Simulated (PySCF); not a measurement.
Compound: C3H3F3O2Si.
Structure used (GFN2-xTB), in Å, numbered top down from 1:
```xyz
12
C3H3F3O2Si angstrom
O     -0.7698    1.7854    0.7071
Si    -0.1066    0.4224    0.1795
C     -1.6687   -0.5975   -0.3339
F     -1.3611   -1.8050   -0.8420
F     -2.4913   -0.8336    0.7036
F     -2.4121    0.0229   -1.2626
C      1.4204   -0.5152    0.7759
C      1.9521   -0.1842   -0.4020
O      1.0162    0.5883   -1.0765
H     -0.2823    2.5949    0.8556
H      1.8188   -1.1121    1.5688
H      2.8856   -0.3672   -0.8994
```

NICS = −σ at a ghost point: NICS(0) at the centroid of the ring atoms, NICS(1) 1 Å to either side along the normal of their mean plane, zz for the tensor component along that normal. Level: GIAO PBE0/pcSseg-1 (PySCF, non-relativistic, gas phase) on the GFN2-xTB geometry, one conformer.

Ring bond lengths (Å), with Mayer bond orders in brackets: Si2–C7 1.889 (0.90), C7–C8 1.334 (1.72), C8–O9 1.388 (0.95), O9–Si2 1.693 (0.91).

Give the NICS values of each ring in ppm.

| ring | type | NICS(0) | NICS(1), two faces | NICS(1)zz, two faces | rms pucker (Å) | centre to ring atoms, mean (Å) |
| --- | --- | --- | --- | --- | --- | --- |
| Si2–C7–C8–O9 | 4-membered ring with O and Si; formal bonds 1 double, 3 single | -2.7 | -0.5 / -1.1 | 5.0 / 4.3 | 0.01 | 1.11 |

What do they say, and how far can they be read as aromaticity?

- Si2–C7–C8–O9: mean NICS(1)zz 4.7 ppm, deshielded. Si2 has four or more neighbours, so the value isn't read as a sign of a π ring current.

At the second NICS(1) probe listed for ring Si2–C7–C8–O9, 1 Å off the ring, how large is the induced field along the normal in 14.1 T applied along it?

NICSzz × B0 = 4.3 ppm × 14.1 T = 61 μT, along the applied field.

List the ring angles and the Hirshfeld charges of the ring atoms.

- Si2–C7–C8–O9: Si2 75.3° (+0.479 e), C7 85.4° (-0.197 e), C8 107.4° (+0.051 e), O9 91.8° (-0.247 e); sum 359.9° against 360° for a flat convex ring.

On Arm Neoverse N1, one thread, shared host, this took 44 s wall and 0.78 GiB of memory at its peak. This is the whole shielding run at PBE0/pcSseg-1, SCF included.
